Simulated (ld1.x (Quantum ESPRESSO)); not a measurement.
**What one change does to a pseudopotential (As (Z = 33), TM)**

- Element: As (Z = 33)
- Generator: ld1.x (Quantum ESPRESSO) 7.5
- Type: norm-conserving Troullier–Martins (Kleinman–Bylander form)
- Functional: BLYP
- Relativity: scalar-relativistic
- Frozen core: [Ar] 3d10
- Valence charge: 5
- Reference configuration: 4s2 4p2 (charge +1)
- Partial waves: 4p (bound): rc 1.70 bohr; 4d channel at 0.5 Ry: rc 1.30 bohr; 4s (bound): rc 1.20 bohr
- Local potential: the s channel
- Core correction: Bessel-smoothed model core inside 0.70 bohr

All-electron outer shells of the reference configuration (BLYP, scalar-relativistic, ld1.x):

```tsv
shell	level (eV)	outermost node (bohr)	outermost maximum (bohr)
4s	-23.29	0.73	1.59
4p	-13.24	0.78	1.90
```

Change: all radii but the core radius scaled by about 1.29 (s 1.54, p 2.18, d 1.68 bohr).

Cutoffs: the cutoffs (Ry, on a coarse ladder) from which the occupation-weighted sum of valence levels, in a spherical-Bessel basis at the reference potential, stays within 10 and 1 mRy of its value at 400 Ry; they do not see the model core or the augmentation charge, which bear on the density cutoff. Errors are all-electron minus pseudo energies relative to the spin-unpolarised reference configuration.

Problem. Predict the effect on cutoff, ghosts and configuration errors.

Solution. The potential gets softer (80 Ry and 160 Ry → 35 Ry and 50 Ry); the bound ghosts move from d, p to d; of the 7 tests that both files solve, the error grows in 2 and shrinks in 4 by more than 15 % and 0.3 meV (median size 12.1 → 11.3 meV). A larger radius leaves more room for a smooth pseudo-wave, so fewer plane waves are needed.

```csv
quantity,base,changed
"cutoff, loose",80 Ry,35 Ry
"cutoff, tight",160 Ry,50 Ry
loose cutoff by channel (10 mRy a level),"p 21 Ry, s 50 Ry","p 12 Ry, s 18 Ry"
bound ghosts,"p, d",d
"error for 4s2 4p3, meV [ΔE -9.03 eV]",-3.6,-1.4
"error for 4s2 4p1, meV [ΔE 17.86 eV]",-12,-13
"error for 4s2 4p0, meV [ΔE 45.61 eV]",-48,-70
"error for 4s2 4p2.5, meV [ΔE -5.54 eV]",-0.8,-0.2
"error for 4s0 4p5, meV [ΔE 10.17 eV]",-47,-11
"error for 4s2 4p3.3, meV [ΔE -10.23 eV]",-5.6,-2.1
"error for 4s1 4p0, meV [ΔE 96.45 eV]",-250,-294
```

 A true bound ghost makes a file unfit for plane-wave use even where its test errors are small: the radial tests pick states by their node count and pass the ghost by.
